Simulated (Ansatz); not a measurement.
Basis-set series for AlF$_{2}$H$_{3}$O$_{4}$Si. Charge 0, multiplicity 1. The bonds changed during the relaxation, so this is another structure than the one it started from. The structure was optimised at the PBE0-D4/def2-TZVP level. It is one conformer, not always the lowest.

Cartesian coordinates in Å:
```
O 0.616 0.714 -0.621
Si -0.666 -0.366 -0.216
O -2.023 0.492 -0.396
O -0.760 -1.640 -1.210
O -0.048 -0.624 1.234
Al 1.314 0.491 1.173
F 2.814 -0.181 1.083
F 1.191 1.948 1.929
H 0.512 1.490 -1.175
H -2.793 0.047 -0.752
H -0.158 -2.370 -1.049
```

| functional | basis | functions | energy (Eh) | HOMO (eV) | LUMO (eV) |
| --- | --- | --- | --- | --- | --- |
| PBE0-D4 | def2-SVP | 135 | -1033.44390 | -9.39 | -0.04 |
| PBE0-D4 | def2-QZVPP | 572 | -1034.33365 | -9.64 | -0.82 |
| ωB97M-V | def2-SVP | 135 | -1034.02642 | -11.80 | 1.56 |
| ωB97M-V | def2-QZVPP | 572 | -1034.92196 | -12.10 | 0.38 |

(1) Give the rows for def2-TZVPP. (Best estimate.)

Answers

(1) Computed: 
| functional | basis | functions | energy (Eh) | HOMO (eV) | LUMO (eV) |
| --- | --- | --- | --- | --- | --- |
| PBE0-D4 | def2-TZVPP | 312 | -1034.28500 | -9.59 | -0.50 |
| ωB97M-V | def2-TZVPP | 312 | -1034.87665 | -12.03 | 0.98 |

Positive LUMOs are unbound and depend on the basis.
